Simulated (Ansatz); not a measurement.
Cost and result for the atomization energy of `O=[As]` radical (2 atoms, 1 bond).

```xyz
2

O     0.367    0.710   -0.118
As   -0.367   -0.710    0.118
```

The species carries charge 0 and has multiplicity 2. Correlated methods include outer-core shells of As, which these sets cover unevenly. Scalar relativity is left out up to krypton. The geometry is a stationary point of PBE0-D4/def2-TZVP. Program: Ansatz. Hardware: A = 2 threads of an AMD EPYC 7R13 on a shared host; B = 2 threads of an AMD EPYC 7R13 on a shared host and a share of an NVIDIA H100 80 GB. Times are those of one run each, without the atoms' runs, and a repeat can differ threefold. Electronic energies, without spin–orbit coupling; frozen cores. CCSD(T)/CBS adds CCSD(T) − MP2 in def2-TZVPP to the MP2 limit, and its time is that of the two runs behind it. T1 = 0.070; ⟨S²⟩ of the reference is 1.27. With those shells the extrapolation isn't a true limit. B3LYP takes the VWN-RPA correlation (the form of Gaussian; ORCA's B3LYP/G). HSE06 is the plane-wave form, built on full-range PBE exchange.

CCSD(T)/CBS is a level of theory with its own doubt, some kJ/mol a heavy atom from the limit and from the frozen cores, so smaller differences don't rank the functionals.

| level | functions | wall time |
| --- | --- | --- |
| LDA (SPW92)/def2-TZVPP [A] | 79 | 1.1 s |
| BLYP-D4/def2-TZVPP [A] | 79 | 1.1 s |
| revPBE-D4/def2-TZVPP [A] | 79 | 1.4 s |
| B3LYP-D4/def2-TZVPP (with forces) [A] | 79 | 1.9 s |
| HSE06-D4/def2-TZVPP [A] | 79 | 2 s |
| BHLYP-D4/def2-TZVPP [A] | 79 | 2 s |
| ωB97X-V/def2-TZVPP [A] | 79 | 2.4 s |
| PBE-QIDH/def2-TZVPP [A] | 79 | 3.2 s |
| B2PLYP/def2-TZVPP [A] | 79 | 4.4 s |
| CCSD(T)/def2-SVP [A] | 46 | 6 s |
| CCSD(T)/def2-QZVPP [B] | 146 | 8.6 s |
| CCSD(T)/def2-TZVPP [A] | 79 | 14 s |
| CCSD(T)/CBS(def2) | – | 23 s |

(1) What atomization energy does each give, and how far from CCSD(T)/CBS? (An estimate is asked.)

Answers

(1) Ansatz gave: 
| level | atomization (kJ/mol) | difference from CCSD(T)/CBS | per bond |
| --- | --- | --- | --- |
| LDA (SPW92)/def2-TZVPP [A] | 646.2 | 177.5 | 177.5 |
| BLYP-D4/def2-TZVPP [A] | 535.6 | 66.9 | 67.0 |
| revPBE-D4/def2-TZVPP [A] | 503.1 | 34.4 | 34.4 |
| B3LYP-D4/def2-TZVPP (with forces) [A] | 486.6 | 17.9 | 17.9 |
| HSE06-D4/def2-TZVPP [A] | 458.9 | -9.8 | -9.8 |
| BHLYP-D4/def2-TZVPP [A] | 399.1 | -69.6 | -69.6 |
| ωB97X-V/def2-TZVPP [A] | 489.1 | 20.4 | 20.4 |
| PBE-QIDH/def2-TZVPP [A] | 442.6 | -26.1 | -26.1 |
| B2PLYP/def2-TZVPP [A] | 486.5 | 17.8 | 17.8 |
| CCSD(T)/def2-SVP [A] | 376.9 | -91.8 | -91.8 |
| CCSD(T)/def2-QZVPP [B] | 461.7 | -7.0 | -7.0 |
| CCSD(T)/def2-TZVPP [A] | 438.3 | -30.4 | -30.4 |
| CCSD(T)/CBS(def2) | 468.7 | 0.0 | 0.0 |

From PBE to PBE0 (25 % exact exchange), in def2-TZVPP and without D4, the atomization energy moves by −74.3 kJ/mol: exact exchange takes away binding that semilocal exchange gives to molecules. At CCSD(T), def2-SVP lies −91.8 kJ/mol from the extrapolated value and def2-TZVPP −30.4 kJ/mol: correlation converges slowly with the basis, and small sets miss more of it in the bonded molecule than in its fragments. In def2-TZVPP, CCSD(T) changes the Hartree–Fock value by +314.8 kJ/mol (the triples alone add +33.5 kJ/mol) and MP2 by +252.1 kJ/mol; breaking electron pairs costs correlation energy, which Hartree–Fock lacks.
